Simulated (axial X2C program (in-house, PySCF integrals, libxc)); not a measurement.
## Potential curves of AuTe, with spin–orbit coupling

Calculated with an axial X2C code built on PySCF integrals. Two-component (2c) means X2C with spin–orbit coupling and atomic mean-field two-electron Coulomb and Gaunt terms. Basis: Au dyall-cv3z [13s14p9d6f4g], Te dyall-cv3z [11s12p8d4f1g] (cores contracted in-house); Gaussian nuclei, density fitting, unrestricted open shells. Masses: Au 196.967 u, Te 129.906 u.

State: Ω = 3/2 (⟨Sz⟩ = 0.50, ⟨Lz⟩ = 1.00 at TPSSh). Energies in eV from the fragments at the same level (Au + Te). Fits are polynomials in 1 − R0/R over 0.85 to 1.23 times the lowest point R0.

```json
{"R (Å)": "2.1663", "TPSSh": "-1.5215"}
{"R (Å)": "2.2659", "TPSSh": "-2.1254"}
{"R (Å)": "2.3406", "TPSSh": "-2.3675"}
{"R (Å)": "2.4153", "TPSSh": "-2.4823"}
{"R (Å)": "2.4900", "TPSSh": "-2.5056"}
{"R (Å)": "2.5772", "TPSSh": "-2.4513"}
{"R (Å)": "2.6643", "TPSSh": "-2.3390"}
{"R (Å)": "2.7764", "TPSSh": "-2.1428"}
{"R (Å)": "2.9133", "TPSSh": "-1.8656"}
{"R (Å)": "3.1125", "TPSSh": "-1.4510"}
{"R (Å)": "3.3864", "TPSSh": "-0.9372"}
{"R (Å)": "3.7350", "TPSSh": "-0.4540"}
```

One determinant describes the state; a PBE0 search over occupations chose it and may have missed a lower one. De is counted from the lowest determinant-based energies of the atoms at the same level, without counterpoise correction. Density functionals use the spin component along the axis (collinear). The functionals have no current-density term, which raises determinants with orbital currents, atoms included.

Fit the TPSSh curve near its minimum: give the equilibrium distance, the harmonic wavenumber and the well depth.

At TPSSh, 2c: Re = 2.475 Å, ωe ≈ 208 cm⁻¹, De = 2.51 eV to Au + Te; Be follows as 0.0352 cm⁻¹.
